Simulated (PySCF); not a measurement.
## Silver: a sound run and one with changed settings

Sound run: Ag [Kr] 4d10 5s1, Ag⁺ [Kr] 4d10. Computed with PySCF 2.14 in x2c-TZVPall (8s6p6d1f, 63 functions), with the spin-free X2C one-electron Hamiltonian (Gaussian nucleus). The sound run starts from symmetry-adapted Hartree-Fock orbitals and uses a fine grid where one is needed.

Changed run: initial guess sap, at most 3 SCF cycles. This setting is unsound on purpose.

| species | method | sound run (hartree) | changed run (hartree) | converged |
| --- | --- | --- | --- | --- |
| Ag | UHF | -5312.81203 | -5312.80779 | no |
| Ag | LDA | -5309.89178 | -5309.49895 | no |
| Ag | PBE | -5314.98356 | -5314.57976 | no |
| Ag⁺ | UHF | -5312.57852 | -5312.57657 | no |
| Ag⁺ | LDA | -5309.58831 | -5309.38896 | no |
| Ag⁺ | PBE | -5314.69176 | -5314.49161 | no |

The SCF was stopped early; the energies are upper bounds that still move, and correlated levels were skipped or rest on poor orbitals.
